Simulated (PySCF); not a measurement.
**Excitation energy of Sr by level of theory**

Sr [Kr] 5s2 (1S) → Sr [Kr] 4d2 (3F), as a difference of total energies. Computed with PySCF 2.14 in dyall-av2z (22s16p11d, 125 functions), with no relativity, point nucleus. Correlated levels: valence: [Kr] frozen; virtual orbitals above 40 to 60 times the deepest correlated orbital energy dropped. The calculations carry no spin-orbit coupling.

| method | excitation energy (eV) |
| --- | --- |
| UHF | 4.036 |
| MP2 (valence) | 4.456 |
| SCS-MP2 (valence) | 4.596 |
| CCSD (valence) | 4.614 |

**Question.** How much does correlation contribute at MP2 (valence)?

**Answer.** 4.456 − (4.036) = 0.420 eV, measured against UHF.

With two correlated electrons CCSD is exact in that space.
